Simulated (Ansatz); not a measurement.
A nudged elastic band was laid between two geometries of C2H3FSi (7 atoms, charge 0, multiplicity 1).

Level of theory: RKS PBE0-D4/def2-SVP in Ansatz 0.2.0.

```yaml
movable_images: 7
climbing_image: yes
spring: 5.0 eV/Å²
optimiser: quadratic models (default)
start_path: through a guess of the saddle point
force_threshold: 0.03 eV/Å
iteration_limit: 60
end_points: relaxed
```

First end point:

```xyz
7
Properties=species:S:1:pos:R:3
F -0.433 -2.213 -0.352
C -0.210 -0.940 -0.108
C -0.558 -0.081 0.846
Si 0.492 0.695 -0.453
H -1.139 -0.071 1.770
H -0.082 1.603 -1.487
H 1.930 1.007 -0.215
```

Last end point:

```xyz
7
Properties=species:S:1:pos:R:3
F 0.329 -1.548 0.313
C 0.101 -0.257 0.032
C -1.091 0.265 0.377
Si 1.392 0.839 -0.824
H -1.861 -0.335 0.873
H -1.303 1.314 0.160
H 2.433 -0.279 -0.931
```

Question: Which bonds break or form, and what moves?

Answer: Bonds broken: C3–Si4, Si4–H6. Bonds formed: C3–H6.

Question: What energy profile does the band end with?

Answer: The forces met the threshold. The highest image is number 3 of 0 to 8, 2.02 eV above the first end and 1.70 eV above the last; the last end lies 0.31 eV above the first. A vibrational analysis at the climbing image gives one clearly imaginary mode, 978i cm⁻¹: a first-order saddle point. The orbitals stay closed-shell, which can raise the energy where a bond breaks towards radicals; this wasn't checked here.

```json
{"image": "0", "path coordinate (Å)": "0.00", "energy (eV)": "0.00", "C3–Si4 (Å)": "1.84", "Si4–H6 (Å)": "1.49", "C3–H6 (Å)": "2.92"}
{"image": "1", "path coordinate (Å)": "0.55", "energy (eV)": "0.33", "C3–Si4 (Å)": "1.84", "Si4–H6 (Å)": "1.47", "C3–H6 (Å)": "2.62"}
{"image": "2", "path coordinate (Å)": "1.09", "energy (eV)": "1.38", "C3–Si4 (Å)": "1.97", "Si4–H6 (Å)": "1.46", "C3–H6 (Å)": "2.20"}
{"image": "3", "path coordinate (Å)": "1.64", "energy (eV)": "2.02", "C3–Si4 (Å)": "2.18", "Si4–H6 (Å)": "1.54", "C3–H6 (Å)": "1.72"}
{"image": "4", "path coordinate (Å)": "2.24", "energy (eV)": "1.11", "C3–Si4 (Å)": "2.31", "Si4–H6 (Å)": "1.90", "C3–H6 (Å)": "1.17"}
{"image": "5", "path coordinate (Å)": "2.83", "energy (eV)": "0.68", "C3–Si4 (Å)": "2.44", "Si4–H6 (Å)": "2.27", "C3–H6 (Å)": "1.10"}
{"image": "6", "path coordinate (Å)": "3.43", "energy (eV)": "0.43", "C3–Si4 (Å)": "2.60", "Si4–H6 (Å)": "2.61", "C3–H6 (Å)": "1.09"}
{"image": "7", "path coordinate (Å)": "4.03", "energy (eV)": "0.33", "C3–Si4 (Å)": "2.77", "Si4–H6 (Å)": "2.85", "C3–H6 (Å)": "1.09"}
{"image": "8", "path coordinate (Å)": "4.63", "energy (eV)": "0.31", "C3–Si4 (Å)": "2.82", "Si4–H6 (Å)": "2.91", "C3–H6 (Å)": "1.09"}
```

Question: What is the geometry of the highest image?

Answer: 
```xyz
7
Properties=species:S:1:pos:R:3:forces:R:3
F -0.124 -2.210 -0.293 0.00 0.00 0.00
C -0.177 -0.907 -0.185 0.00 0.00 0.02
C -0.677 -0.008 0.582 -0.01 0.00 -0.03
Si 0.701 0.575 -1.008 -0.01 0.01 0.00
H -1.231 0.347 1.443 0.01 0.00 0.01
H -0.438 1.402 -0.382 0.01 -0.01 0.00
H 1.945 0.800 -0.158 0.00 0.00 0.00
```

Question: What are the harmonic wavenumbers there?

Answer: 978i, 313, 381, 487, 565, 627, 699, 742, 869, 919, 1139, 1885, 2068, 2099, 3349 cm⁻¹.

Time of the run: 3.4 min on 1 thread of Arm Neoverse V1, with other jobs on the host, peak memory 0.25 GiB.
